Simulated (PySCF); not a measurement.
**Energy of Sc⁺ (scandium, charge +1) between two integer charges**

The 4s alpha orbital of [Ar] 3d1 4s1 is emptied in steps (occupation f), with all orbitals relaxed, ending at [Ar] 3d1. Calculation: PySCF 2.14, in aug-pcseg-2; the non-relativistic Hamiltonian (point nucleus). The exact energy is a straight line in f; departures are measured from the line between the end points of the same method.

| f | UHF (eV) |
| --- | --- |
| 1 | 0.000 |
| 0.9 | 0.006 |
| 0.7 | 0.014 |
| 0.5 | 0.016 |
| 0.3 | 0.013 |
| 0.1 | 0.006 |
| 0 | 0.000 |

| method | E(f=0) − E(f=1) (eV) | −ε at f=1 (eV) | −ε at f=0.5 (eV) |
| --- | --- | --- | --- |
| UHF | 12.166 | 12.236 | 12.163 |

Orbital energy along the path (eV):

```
  f      UHF
  1  -12.236
0.9  -12.220
0.7  -12.190
0.5  -12.163
0.3  -12.138
0.1  -12.115
  0  -12.104
```

Reference removal energy between the ground levels: 12.800 eV (measured; NIST Atomic Spectra Database, ionization energies). The calculation has no spin-orbit coupling. UHF lacks correlation.
